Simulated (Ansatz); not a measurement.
Two isomers of C2H8BFSi: A = `B[SiH](C)CF`, B = `BC[SiH](C)F`.

Gas-phase electronic energies from Ansatz, PBE0-D4/def2-TZVP geometries. CBS: MP2 limit from def2 TZ/QZ plus the TZ coupled-cluster correction, frozen cores. Functionals use def2-TZVPP. B3LYP here is the variant with VWN-RPA as its local correlation; programs differ in this. Each species was taken in one conformer, which may not be the lowest.

(1) Which isomer does CCSD(T)/CBS put lower? Give the gap. (Estimate.)

(2) Give E(B) − E(A) in kJ/mol with B3LYP-D4, B3LYP, HF/def2-TZVPP, PBE0-D4, ωB97M-V, r2SCAN-D4, CCSD/def2-TZVPP. (Best estimate.)

Largest T1 diagnostic: 0.011.

## Answers

(1) The calculation gave: B, by 307.1 kJ/mol.

(2) Computed: B3LYP-D4 -296.0, B3LYP -294.6, HF/def2-TZVPP -302.1, PBE0-D4 -293.6, ωB97M-V -305.3, r2SCAN-D4 -304.6, CCSD/def2-TZVPP -302.8. None reverses the order clearly.

From PBE to PBE0 (25 % exact exchange), in def2-TZVPP and without D4, E(B) − E(A) moves by −9.0 kJ/mol.
